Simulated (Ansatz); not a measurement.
`[TeH]CI` + H–F → `FC[TeH]` + HI at 500 K and 1 bar (substitution at a C–I bond).

Computed with Ansatz on PBE0-D4/def2-TZVP structures; ΔE is electronic, products minus reactants. CCSD(T)/CBS adds triple-zeta CCSD(T) − MP2 to the extrapolated MP2 energy (def2 sets, frozen cores). This one scheme is used for every species. Elements past krypton have def2 core potentials. For I, Te outer-core shells are correlated without core-valence functions, which leaves a few kJ/mol of doubt a bond.

| species | CCSD(T)/CBS energy (Eh) | H − E (kJ/mol) | S (J/(mol·K)) |
| --- | --- | --- | --- |
| `[TeH]CI` | -605.00881 | 119.6 | 369.9 |
| H–F | -100.39570 | 39.4 | 188.7 |
| `FC[TeH]` | -407.34762 | 123.9 | 333.9 |
| HI | -298.03592 | 28.6 | 221.6 |

H − E and S are ideal-gas, rigid-rotor, harmonic terms from PBE0-D4/def2-TZVP, for one conformer and one mirror image of each species. 1 Eh = 2625.50 kJ/mol, R = 8.31446 J/(mol·K).

Question: By hand: ΔE, ΔH, ΔS and ΔG.

Answer: ΔE = (-407.34762) + (-298.03592) − (-605.00881) − (-100.39570) = 0.02097 Eh = 55.1 kJ/mol. Δ(H − E) = 123.9 + 28.6 − 119.6 − 39.4 = -6.5, so ΔH = 48.6 kJ/mol. ΔS = 333.9 + 221.6 − 369.9 − 188.7 = -3.1 J/(mol·K). ΔG = 48.6 − 500 × (-3.1)/1000 = 50.1 kJ/mol.

Question: By hand: the equilibrium constant, and the temperature at which ΔG would vanish if ΔH and ΔS stayed fixed.

Answer: log₁₀ K = −ΔG/(RT ln 10) = -5.2. ΔH and −TΔS have one sign here, so there is no such temperature.

The number of gas molecules stays the same, so ΔS is small and ΔH decides. A doubt of 5 kJ/mol in ΔE shifts log₁₀ K by 0.5 here. Other conformers and mirror images would add mixing entropy, several J/(mol·K) or more a flexible species. These are equilibria of isolated gas molecules and say nothing of rates. Largest T1 diagnostic: 0.011 (customary marks: 0.02 for closed shells, 0.045 for open ones).

ΔS is within the doubt of such terms, so its sign, and with it that verdict, could turn.
